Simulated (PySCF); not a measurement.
Working out the ionisation energy of Se+

Se+ [Ar] 3d10 4s2 4p3 (4S) → Se(2+) [Ar] 3d10 4s2 4p2 (3P). Calculation: PySCF 2.14, in def2-SVP (5s4p3d, 32 functions); the non-relativistic Hamiltonian (point nucleus). Frozen: [Ar] 3d10. Energies in hartree (1 hartree = 27.21139 eV):

```
            part   Se+ (lower)  Se(2+) (upper)
             UHF  -2399.214942    -2398.447679
CCSD correlation     -0.074957       -0.063901
             (T)     -0.000881       -0.000710
```

Problem. What does Hartree-Fock give?

Solution. (-2398.447679) − (-2399.214942) = 0.767263 hartree = 20.878 eV.

Problem. What do CCSD and CCSD(T) give?

Solution. The CCSD correlation energies differ by 0.011056 hartree = 0.301 eV and the triples by 0.000171 hartree = 0.005 eV, so CCSD gives 21.179 eV and CCSD(T) 21.184 eV.

Reference: 21.196 ± 0.01 eV (measured; NIST Atomic Spectra Database, ionization energies), between the lowest levels; spin-orbit coupling is absent from the calculation.

The calculation is non-relativistic.

A double-zeta basis recovers only part of the correlation energy.

What remains against the reference includes basis incompleteness, the frozen core and higher excitations.
